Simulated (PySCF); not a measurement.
Magnetisability: SMILES CN1BCC=C1C1CC1, C$_{7}$H$_{12}$BN

Cartesian coordinates in Å; atom numbers follow the order of the lines, from 1:
```xyz
21

C     0.4218    2.0431   -0.6526
N     0.9890    0.7983   -0.2035
B     2.2859    0.5206    0.2250
C     2.2954   -1.0227    0.5982
C     0.8795   -1.4100    0.3045
C     0.1840   -0.3613   -0.1438
C    -1.2347   -0.2962   -0.5569
C    -2.2785    0.1843    0.4173
C    -2.2369   -1.2551    0.0096
H     0.0985    1.9775   -1.6960
H    -0.4421    2.3225   -0.0435
H     1.1760    2.8239   -0.5725
H     3.1380    1.3161    0.2753
H     2.9884   -1.6193    0.0003
H     2.5518   -1.2343    1.6389
H     0.5004   -2.4081    0.4273
H    -1.3791    0.0021   -1.5911
H    -3.0813    0.8055    0.0484
H    -1.9568    0.4329    1.4176
H    -1.8966   -1.9725    0.7389
H    -3.0117   -1.6302   -0.6418
```

The calculation used GIAO HF/pcSseg-1 magnetisability, rotational g tensor and spin-rotation constants, non-relativistic, gas phase (PySCF). Geometry: GFN2-xTB.

Q: What are the magnetisability and the molar susceptibility?

A: Isotropic -1539 × 10⁻³⁰ J/T², or -92.7 × 10⁻⁶ cm³/mol; principal values -1785, -1493, -1338 × 10⁻³⁰ J/T², anisotropy 393 × 10⁻³⁰ J/T² (root of half the summed squared differences of the principal values). The susceptibility is in cgs units.

Q: Split it along the inertial axes a, b, c into diamagnetic and paramagnetic parts about the centre of mass, with the quadrupole moment.

A: 
```tsv
axis	χ (10⁻⁶ cm³/mol)	diamagnetic (10⁻⁶ cm³/mol)	paramagnetic (10⁻⁶ cm³/mol)	summed x² of all electrons (Å²)	quadrupole Θ (D Å)
a	-86.7	-582.3	495.5	210.0	-2.33
b	-84.1	-1000.4	916.3	111.4	+3.65
c	-107.2	-1363.4	1256.2	25.8	-1.32
```
Anisotropies 2χaa − χbb − χcc = +17.9 and 2χbb − χaa − χcc = +25.6 × 10⁻⁶ cm³/mol. Θ is traceless in Buckingham's convention.

Q: And the rotational g tensor?

A: 
| axis | rotational constant (GHz) | g | nuclear part | electronic part |
| --- | --- | --- | --- | --- |
| a | 2.7884 | -0.0145 | 0.6347 | -0.6491 |
| b | 1.3870 | -0.0112 | 0.5859 | -0.5971 |
| c | 0.9954 | +0.0041 | 0.5916 | -0.5875 |

Asymmetric top; isotopes 11B, 12C, 1H, 14N; no vibrational averaging.
